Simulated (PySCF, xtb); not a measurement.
AsH2, multiplicity 2. Atoms are numbered in the order given.

```xyz
3

As     0.0000     0.0000     0.0613
H      0.0000    -1.0866    -1.0107
H      0.0000     1.0866    -1.0107
```
Charge 0, spin multiplicity 2.

Geometry: PBE0-D3(BJ)/def2-TZVPD. The isomer is the one that the SMILES or the coordinates give; other isomers of the formula were not compared.

Method: IEF-PCM-PBE0/def2-TZVPD (PySCF).

The values are the electrostatic part of the solvation free energy, E(continuum) − E(gas) at the gas-phase geometry, in a cavity of scaled van der Waals radii (PySCF's table); cavitation and dispersion terms are not included. The dipole moment in vacuum is 0.28 D.

Computed values in water (ε = 78.36), tetrahydrofuran (ε = 7.43), benzene (ε = 2.27):
| solvent | ε | ΔG(elec) (kcal/mol) | dipole (D) |
|---|---|---|---|
| water | 78.36 | -0.3 | 0.47 |
| tetrahydrofuran | 7.43 | -0.3 | 0.43 |
| benzene | 2.27 | -0.1 | 0.36 |

For comparison, GFN2-xTB/ALPB(water) (xtb, at the GFN2-xTB geometry, all terms of that model) gives -1.1 kcal/mol.
